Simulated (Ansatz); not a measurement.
C2H5ClF2Si, SMILES `CC[Si](F)(F)Cl`, relaxed with RKS PBE-D4/def2-SVP in Ansatz from a rough embedded geometry. The force threshold is 0.03 eV/Å; the program also tests the step.

Charge 0, multiplicity 1.

Start:

```xyz
11

C    -0.791    1.185    0.463
C     0.422    0.251    0.423
Si    0.339   -1.209   -0.759
F     0.197   -0.631   -2.176
F    -0.870   -2.138   -0.332
Cl    2.123   -2.260   -0.630
H    -1.688    0.562    0.770
H    -0.673    1.946    1.206
H    -0.982    1.548   -0.545
H     0.626   -0.127    1.430
H     1.296    0.873    0.150
```

(1) By how much does the energy fall, and how many steps does the optimiser take? (Best estimate.)

(2) Which bonds change most? (Best estimate.)

(3) Give the relaxed structure. (Estimate.)

Results:

(1) The calculation gave: 36.07 kJ/mol, in 5 steps.

(2) The calculation gave: Si3–F4 from 1.537 to 1.627 Å; Si3–F5 from 1.583 to 1.627 Å; C1–H8 from 1.070 to 1.108 Å; C1–H7 from 1.134 to 1.109 Å.

(3) Ansatz gave: 
```xyz
11

C    -0.810    1.139    0.457
C     0.462    0.277    0.466
Si    0.384   -1.162   -0.705
F     0.144   -0.656   -2.232
F    -0.874   -2.131   -0.350
Cl    2.097   -2.303   -0.672
H    -1.701    0.546    0.745
H    -0.726    1.986    1.168
H    -1.003    1.563   -0.549
H     0.668   -0.133    1.479
H     1.360    0.874    0.195
```
